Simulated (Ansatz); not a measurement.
The cluster Ag2Cl. Total charge 0; doublet. Geometry PBE-D4/def2-TZVP, basis def2-TZVP, Ansatz.

```xyz
3

Ag    0.127   -1.522   -0.087
Ag   -0.972    0.754    0.910
Cl    0.845    0.768   -0.823
```

```
run  HOMO (eV)  LUMO (eV)
  A      -6.61      -1.50
  B      -4.58      -4.08
  C      -5.26      -2.92
  D      -4.70      -3.77
  E      -4.85      -4.45
  F      -6.65      -1.13
```

In the def2 sets Ag takes a core potential; there is no spin–orbit coupling. The structure comes from a short search, and lower isomers may exist.

HOMO and LUMO are taken over both spins.

The runs used LDA (SPW92), PBE, r2SCAN, r2SCAN0, ωB97M-V, ωB97X-V. Estimate which is which.

A ωB97M-V (range-separated); B PBE (0 % exact exchange); C r2SCAN0 (25 % exact exchange); D r2SCAN (0 % exact exchange); E LDA (SPW92) (0 % exact exchange); F ωB97X-V (range-separated). Exact exchange lowers occupied and raises empty levels; among semilocal functionals meta-GGAs tend to open the gap a little, and such runs are hard to tell apart. The gap grows from 0.40 eV (LDA (SPW92)) to 5.52 eV (ωB97X-V).
